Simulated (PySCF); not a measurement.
**Electron correlation in Te³⁺ (tellurium, charge +3)**

[Kr] 4d10 5s2 5p1, 2P determinant. Computed with PySCF 2.14 in dyall-av2z (22s16p12d, 130 functions), with the non-relativistic Hamiltonian (point nucleus). Frozen: [Kr] 4d10; 3 electrons correlated; the 62 highest virtual orbitals of each spin left out.

```
  level  correlation energy (mhartree)
   CCSD                         -47.41
    (T)                          -0.46
CCSD(T)                         -47.87
```

Diagnostics: T1 = 0.0084, D1 = 0.0201, largest double amplitude 0.105.

Problem. Is a single reference adequate?

Solution. Mostly. T1 lies below 0.03, but a double amplitude of this size points to a near-degeneracy that CCSD handles and MP2 describes poorly.
